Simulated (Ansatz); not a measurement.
Dimethylphenylsulfonium chloride, `C[S+](C)c1ccccc1.[Cl-]`. Total charge 0; singlet. Geometry r2SCAN-D4/def2-SVP, basis def2-TZVP, Ansatz.

```xyz
21

C    -1.3027    1.5130   -1.3652
S    -0.1260    0.1582   -1.6286
C    -1.1769   -1.3188   -1.6606
C     0.4415    0.0001    0.1448
C     1.8286    0.0670    0.3060
C     2.3885   -0.0339    1.5841
C     1.5608   -0.2019    2.6967
C     0.1723   -0.2697    2.5325
C    -0.3916   -0.1689    1.2575
H    -0.6945    2.4173   -1.2255
H    -1.8720    1.5682   -2.3031
H    -1.9164    1.3184   -0.4753
H    -1.6940   -1.2625   -2.6284
H    -0.4936   -2.1786   -1.6239
H    -1.8532   -1.3260   -0.7953
H     2.4693    0.1982   -0.5726
H     3.4740    0.0193    1.7077
H     1.9965   -0.2803    3.6968
H    -0.4770   -0.4018    3.4031
H    -1.4800   -0.2241    1.1514
Cl   -0.8536    0.4068   -4.2020
```

```json
{"run": "A", "HOMO (eV)": "-4.82", "LUMO (eV)": "-2.39"}
{"run": "B", "HOMO (eV)": "-7.25", "LUMO (eV)": "-0.50"}
{"run": "C", "HOMO (eV)": "-6.02", "LUMO (eV)": "-1.56"}
{"run": "D", "HOMO (eV)": "-5.08", "LUMO (eV)": "-2.26"}
{"run": "E", "HOMO (eV)": "-5.63", "LUMO (eV)": "-1.93"}
```

HSE06 is defined as in plane-wave codes, on full-range PBE exchange.

Q: The runs used CAM-B3LYP, HSE06, PBE, PBE0, r2SCAN. Estimate which is which.

A: A PBE (0 % exact exchange); B CAM-B3LYP (range-separated); C PBE0 (25 % exact exchange); D r2SCAN (0 % exact exchange); E HSE06 (range-separated). Exact exchange lowers occupied and raises empty levels; among semilocal functionals meta-GGAs tend to open the gap a little, and such runs are hard to tell apart. The gap grows from 2.43 eV (PBE) to 6.75 eV (CAM-B3LYP).
